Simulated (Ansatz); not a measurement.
Reaction (isomerisation): `CNBN` → `NBCN`

Gas-phase electronic energies from Ansatz, PBE0-D4/def2-TZVP geometries. CBS: MP2 limit from def2 TZ/QZ plus the TZ coupled-cluster correction, frozen cores. Functionals use def2-TZVPP. HSE06 is defined as in plane-wave codes. Each species was taken in one conformer, which may not be the lowest.

```json
{"level": "revPBE-D4", "ΔE (kJ/mol)": "102.4"}
{"level": "B97M-V", "ΔE (kJ/mol)": "105.5"}
{"level": "r2SCAN0", "ΔE (kJ/mol)": "108.3"}
{"level": "HSE06", "ΔE (kJ/mol)": "105.4"}
{"level": "CAM-B3LYP", "ΔE (kJ/mol)": "110.1"}
{"level": "CCSD/def2-SVP", "ΔE (kJ/mol)": "113.4"}
{"level": "CCSD/def2-TZVPP", "ΔE (kJ/mol)": "104.8"}
{"level": "MP2/def2-QZVPP", "ΔE (kJ/mol)": "107.4"}
```

**Question.** What does CCSD(T)/CBS give? (Estimate.)

**Answer.** Computed: +104.2 kJ/mol. The listed levels differ from it by -1.8, 1.3, 4.1, 1.2, 5.9, 9.2, 0.6, 3.2 kJ/mol.

Largest T1 diagnostic among the species: 0.011.

Leaving LDA and LC-ωPBE aside and taking each functional with its dispersion term where it has one, the values, not all of them listed here, spread over 8.0 kJ/mol, from revPBE-D4 to BHLYP-D4. LDA lies +6.4 kJ/mol from PBE without D4. From BLYP to BHLYP (50 % exact exchange), in def2-TZVPP and without D4, ΔE moves by +3.2 kJ/mol.
